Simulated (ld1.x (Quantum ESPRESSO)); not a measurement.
**LDA (PZ) PAW dataset for Ti (Z = 22), scalar-relativistic all-electron reference.**

ld1.x (Quantum ESPRESSO) 7.5 was run on this input:

```
&input
   title='Ti', zed=22., rel=1, dft='PZ', iswitch=3,
   config='[Ar] 3d2 4s1 4p1',
   nld=3, rlderiv=3.90, eminld=-2.0, emaxld=5.0, deld=0.02
 /
 &inputp
   pseudotype=3, lpaw=.true., tm=.true., lloc=-2, rcloc=1.60,
   nlcc=.false.,
   which_augfun='PSQ', rmatch_augfun_nc=.true.,
   file_pseudopw='Ti.UPF', file_wfcaegen='ae.wfc', file_wfcncgen='nc.wfc', file_beta='beta', file_chi='chi', file_wfcusgen='us.wfc'
 /
6
4S  1  0   1.00   0.00  1.75  2.40  0.0
4S  1  0   0.00   1.55  1.75  2.40  0.0
4P  2  1   1.00   0.00  3.00  3.60  0.0
4P  2  1   0.00   1.50  3.00  3.60  0.0
3D  3  2   2.00   0.00  1.05  1.35  0.0
3D  3  2   0.00   1.25  1.05  1.35  0.0
 &test
   configts(1)='3d2 4s1 4p1'
 /
```

Command:

```bash
ld1.x < Ti.in > Ti.out
```

Output (shortened: banner, matrices, multipoles, cross overlaps and the repeated all-electron block are left out):

```
[... start of the log left out ...]
     s(4P/4P) =  1.000000  <r> =   4.5941  <r2> =   24.6976  r(max) =   3.7023

     ------------------------ End of All-electron run ------------------------

     --------------------- Generating PAW atomic setup --------------------

      Generating local potential from pseudized AE potential:
      Matching radius rcloc =   1.6000
      Enforcing V''(0)=0 (lloc=-2)

      Local pseudo, rcloc= 1.582 Estimated cut-off energy=    12.51 Ry

      Computing core charge for PAW:

       r > 1.75 : true rho core
       r < 1.75 : rho core = a sin(br)/r    a=   2.27  b=   1.54

      Integrated core pseudo-charge :   3.32
      Wfc-us  4S rcutus= 2.420  Estimated cut-off energy=    20.63 Ry
      Wfc-us  4S rcutus= 2.420  Estimated cut-off energy=    10.23 Ry
      Wfc-us  4P rcutus= 3.611  Estimated cut-off energy=     5.72 Ry
      Wfc-us  4P rcutus= 3.611  Estimated cut-off energy=    11.31 Ry
      Wfc-us  3D rcutus= 1.362  Estimated cut-off energy=    60.91 Ry
      Wfc-us  3D rcutus= 1.362  Estimated cut-off energy=    69.91 Ry

     Required augmentation: PSQ   radius:    3.600000

     Q pseudized with Bessel functions
     Expected ecutrho=     373.8785 due to l1=  2   l2=  2

 %%%%%%%%%%%%%%%%%%%%%%%%%%%%%%%%%%%%%%%%%%%%%%%%%%%%%%%%%%%%%%%%%%%%%%%%%%%%%%
     Error in routine new_paw_hamiltonian (1):
     negative rho
 %%%%%%%%%%%%%%%%%%%%%%%%%%%%%%%%%%%%%%%%%%%%%%%%%%%%%%%%%%%%%%%%%%%%%%%%%%%%%%

     stopping ...
```

The run stopped because the spherical valence density built from the smooth waves and the augmentation charge turned negative at some radius.

The run took about 0.18 s on one core of a shared server CPU.
